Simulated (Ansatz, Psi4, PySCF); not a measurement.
AlCl (SMILES [Al][Cl]), singlet, geometry from GFN2-xTB (such geometries of metal compounds can be far from the true shape). Base run: MP2/cc-pVDZ (PySCF).

Input for PySCF:
```python
from pyscf import gto, scf, mp

mol = gto.Mole()
mol.atom = '''
    Al   -0.000000   -0.000000   -1.154140
    Cl    0.000000    0.000000    0.882577
'''
mol.basis = 'cc-pvdz'
mol.charge = 0
mol.spin = 0
mol.verbose = 4
mol.build()

mf = scf.RHF(mol)
mf.kernel()

pt = mp.MP2(mf)
pt.kernel()
print('E(MP2) = %.10f' % pt.e_tot)
```

The same geometry, method and basis name were run in Ansatz (an electronic-structure program) and Psi4 and PySCF, at each program's defaults and at the settings that a row names. The base is PySCF at its defaults. Differences at the defaults can come from grids, fitting, cores and function types together.

```
code and settings                                                                                     ΔE vs base (mEh)  basis functions      E (Eh)  SCF cycles
----------------------------------------------------------------------------------------------------  ----------------  ---------------  ----------  ----------
PySCF, defaults (exact integrals, spherical functions, all electrons correlated)                                 0.000               36  -701.66916           8
Psi4, defaults (density fitting with its default set, spherical functions, all electrons correlated)             0.032               36  -701.66913          10
Ansatz, defaults (factorised integrals, spherical functions, frozen core)                                       11.173               36  -701.65799           -
PySCF, frozen core                                                                                              11.170               36  -701.65799           8
Psi4, exact integrals, spherical functions, frozen core                                                         11.170               36  -701.65799          10
Ansatz, high accuracy, frozen core                                                                              11.170               36  -701.65799           -
```
